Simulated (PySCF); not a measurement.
## Working out the ionisation energy of Cd²⁺

Cd²⁺ [Kr] 4d10 (1S) → Cd³⁺ [Kr] 4d9 (2D). Computed with PySCF 2.14 in aug-cc-pwCVDZ-PP with ECP28MDF (6s6p5d3f, 70 functions), with a scalar-relativistic core potential. Frozen: 4s2 4p6. Energies in hartree (1 hartree = 27.21139 eV):

```tsv
part	Cd²⁺ (lower)	Cd³⁺ (upper)
UHF	-165.996350	-164.676259
CCSD correlation	-0.326441	-0.267721
(T)	-0.006204	-0.003719
```

**Question.** What does Hartree-Fock give?

**Answer.** (-164.676259) − (-165.996350) = 1.320091 hartree = 35.922 eV.

**Question.** What do CCSD and CCSD(T) give?

**Answer.** The CCSD correlation energies differ by 0.058720 hartree = 1.598 eV and the triples by 0.002485 hartree = 0.068 eV, so CCSD gives 37.520 eV and CCSD(T) 37.588 eV.

Reference: 37.468 ± 0.006 eV (measured; NIST Atomic Spectra Database, ionization energies), between the lowest levels; spin-orbit coupling is absent from the calculation.

A double-zeta basis recovers only part of the correlation energy.

What remains against the reference includes basis incompleteness, the frozen core and higher excitations.
